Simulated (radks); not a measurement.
Problem. Radial electron density D(r) = 4 pi r^2 rho(r) of an atom or ion with 44 electrons. All-electron calculation, Dirac Kohn-Sham, LDA (Slater exchange, VWN5 correlation), spin-unpolarised, spherical densities, point nucleus. Program: a radial shooting solver on a logarithmic mesh with Libxc functionals.

```
   r/bohr * D(r) (the largest magnitude, 68.7, reaches the edge; | marks zero)
 0.002112 |  *
 0.002862 |    *
 0.003879 |       *
 0.005299 |            *
 0.007182 |                  *
 0.009733 |                          *
   0.0133 |                                   *
  0.01802 |                                          *
  0.02442 |                                            *
   0.0331 |                                         *
  0.04522 |                                     *
  0.06129 |                                         *
  0.08306 |                                                   *
   0.1135 |                                                      *
   0.1538 |                                           *
   0.2084 |                                   *
   0.2847 |                                         *
   0.3859 |                                      *
    0.523 |                   *
   0.7145 |          *
   0.9683 |          *
    1.312 |       *
    1.793 |   *
     2.43 | *
    3.293 |*
    4.499 *
    6.097 *
    8.263 *
    11.29 *
```

What is the nuclear charge?

Solution. Z = 44. The innermost maximum, from 1s, lies near gamma/Z bohr with gamma = sqrt(1 - (Z/c)^2) = 0.947, here 0.0215 bohr (found: 0.0237), and its height grows with Z. The density is that of neutral ruthenium in [Kr] 4d7 5s1; the configuration itself is not fixed sharply by these data, and Z only to a few units. D(r) has 4 maxima, at r = 0.0237, 0.104, 0.318, 0.945 bohr, and minima at 0.0471, 0.207, 0.756 bohr, inside which lie 2.05, 11.16, 29.21 electrons.
